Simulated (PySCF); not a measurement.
# Two-component Hartree-Fock for Ne⁺ (neon, charge +1)

Start: [He] 2s2 2p5; 2p1/2 filled at m_j = -1/2, +1/2; 2p3/2 filled at m_j = -1/2, +1/2, +3/2. Calculated with PySCF 2.14 in x2c-TZVPall-2c with one added diffuse shell each of s, p, d type (6s4p3d1f, 40 functions): generalised Hartree-Fock with the X2C-1e Hamiltonian and a Gaussian nucleus; one run each with spin-orbit coupling (SO) switched off, then screened by Boettger's factors.

| spinor shell | electrons | ε, spin-free (eV) | ε, screened SO (eV) | weight of nominal j (screened SO) | rms radius, screened SO (bohr) |
| --- | --- | --- | --- | --- | --- |
| 1s1/2 | 2 | -915.68 | -915.67 | 1.000 | 0.183 |
| 2s1/2 | 2 | -71.437 | -71.432 | 1.000 | 0.943 |
| 2p1/2 | 2 | -43.742 | -43.732 | 0.658 | 0.992 |
| 2p3/2 | 3 | -43.742 | -43.753 | 0.772 | 0.992 |

```csv
quantity,spin-free,screened SO
E (hartree),-127.95291,-127.95422
M_J,3/2,3/2
⟨J²⟩,3.754,3.754
⟨L²⟩,2.002,2.002
⟨S²⟩,0.752,0.752
```

Each row is a mean over spinors that exchange with the open shell spreads, by up to 6.167 eV (2s1/2).

Rows whose weight is well below 1 are mixtures of j = l ± 1/2: exchange outweighs spin-orbit coupling there, and the label is only the starting occupation.

Without spin-orbit coupling the j labels of p, d and f shells carry no meaning; the spin-free column gives the mean over the occupied spinors of each nl shell.
